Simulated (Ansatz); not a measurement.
Reaction (isomerisation): `O[SiH]1C=C(F)N1` → `FC1N=C[SiH2]O1`

Calculated with Ansatz (gas phase, PBE0-D4/def2-TZVP geometries, no zero-point term in ΔE). CCSD(T)/CBS is the MP2 limit (def2-TZVPP, def2-QZVPP) plus CCSD(T) − MP2 in def2-TZVPP, frozen cores. Functionals use def2-TZVPP. B3LYP here is the variant with VWN-RPA as its local correlation; programs differ in this. Each species was taken in one conformer, which may not be the lowest.

```
             level  ΔE (kJ/mol)  difference from CCSD(T)/CBS
            PBE-D4         74.7                          4.5
         r2SCAN-D4         77.7                          7.5
           PBE0-D4         76.0                          5.8
          B3LYP-D4         65.3                         -4.9
           ωB97X-V         62.0                         -8.2
           ωB97M-V         72.9                          2.7
            B2PLYP         69.2                         -1.0
               PBE         75.6                          5.4
            r2SCAN         77.9                          7.7
              PBE0         76.7                          6.5
             B3LYP         66.9                         -3.3
     HF/def2-TZVPP         49.1                        -21.1
    MP2/def2-TZVPP         80.1                          9.9
SCS-MP2/def2-TZVPP         66.4                         -3.8
   CCSD/def2-TZVPP         62.0                         -8.2
CCSD(T)/def2-TZVPP         62.6                         -7.6
     HF/def2-QZVPP         49.9                        -20.3
    MP2/def2-QZVPP         84.8                         14.6
SCS-MP2/def2-QZVPP         71.1                          0.9
      HF/CBS(def2)         50.0                        -20.2
     MP2/CBS(def2)         87.7                         17.5
    CCSD/CBS(def2)         69.6                         -0.6
       CCSD(T)/CBS         70.2                            0
```

Largest T1 diagnostic among the species: 0.013.

In def2-TZVPP, CCSD(T) changes the Hartree–Fock value by +13.5 kJ/mol (the triples alone add +0.6 kJ/mol) and MP2 by +31.1 kJ/mol.
